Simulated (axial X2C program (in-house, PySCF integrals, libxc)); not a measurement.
**CoCl: nuclear properties from DFT to coupled cluster**

Calculated with an axial X2C code built on PySCF integrals: two-component X2C with atomic mean-field Coulomb and Gaunt terms, Gaussian nuclei, basis Co dyall-acv3z, Cl dyall-av3z with contracted cores.

R = 2.087 Å (near the PBE0 minimum at charge 0 of the determinant lowest at the starting distance; the state shown can have its own minimum elsewhere); state Ω = 1 (⟨Sz⟩ = 1.00, ⟨Lz⟩ = 0.00 at PBE0).

```csv
level,Eeff magnitude (GV/cm),Ws magnitude Co (kHz),A∥/gI Co (MHz),qzz Co (a.u.),A∥/gI Cl (MHz),μ (D)
PBE0,0.29,0.0709,14.4,2.65,-9.91,-5.08
HF,0.221,0.0505,-43.3,1.56,-0.129,-6.44
B3LYP,0.27,0.0636,52.7,2.81,-9.95,-4.84
```

Eeff is the effective electric field on the electron electric dipole moment in this Ω state and Ws the scalar–pseudoscalar constant of the nucleus named (defined with the proton number Z and per Ω); A∥ (defined per Ω) follows by multiplying with gI = μI/(I μN); qzz is the electric field gradient, eQq0 = 234.96 MHz × Q/barn × qzz; μ is positive if the Cl end (last atom) is positive. The operators were transformed with the bare-nucleus X2C matrices; with these basis sets, hyperfine constants and field gradients can be off by tens of per cent, and where levels differ in sign neither size nor sign is settled.

Finite-field MP2, CCSD and CCSD(T), with 24 electrons correlated in 130 natural virtual spinors (MP2 remainder added):

```
  level  Eeff magnitude (GV/cm)  Ws magnitude Co (kHz)  A∥/gI Co (MHz)  qzz Co (a.u.)  A∥/gI Cl (MHz)  μ (D)
    MP2                   0.338                 0.0885           -91.6           2.29           -2.44  -5.39
   CCSD                   0.283                 0.0715           -43.7           2.11           -3.44  -5.62
CCSD(T)                   0.298                 0.0767           -47.9           2.21           -3.65  -5.43
```

T1 = 0.019 (Lee–Taylor). One unrestricted determinant, the lowest of a limited PBE0 search, is the reference; the functionals treat spin collinearly. With several open shells it need not be a pure state. Correlation of the inner shells is missing, which matters for properties at the nucleus. Number of frozen shells: Co 2 s, 1 p; Cl 2 s, 1 p.

Task: By how much does correlation change each value, CCSD(T) against HF?

Result: Eeff magnitude 35 %; Ws magnitude Co 52 %; A∥/gI Co 11 %; qzz Co 42 %; A∥/gI Cl 2729 %; μ -16 %.
